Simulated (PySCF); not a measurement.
CTe2, SMILES [Te]=C=[Te]. Atoms are numbered in the order given.

```xyz
3

C      0.0000     0.0000     0.0000
Te     0.0000     0.0000    -1.9033
Te     0.0000     0.0000     1.9033
```

The structure is a stationary point at B3LYP-D3(BJ)/def2-TZVP. The def2 effective core potentials stand for the cores of Te; spin–orbit coupling is left out.

Method: PBE/def2-TZVPD (PySCF).

Mulliken values depend strongly on the basis, most of all with diffuse functions as here. ESP charges are fitted to the potential on shells at 1.4 to 2.0 van der Waals radii. Atomic charges (e):

```csv
atom,Mulliken,ESP fit
C1,-0.39,…
Te2,0.19,…
Te3,0.19,…
```

Problem. Complete the blanks. (Estimate from the structure and the level; the computed values follow.)

Solution. 
- C1, ESP fit: -0.33
- Te2, ESP fit: 0.16
- Te3, ESP fit: 0.16
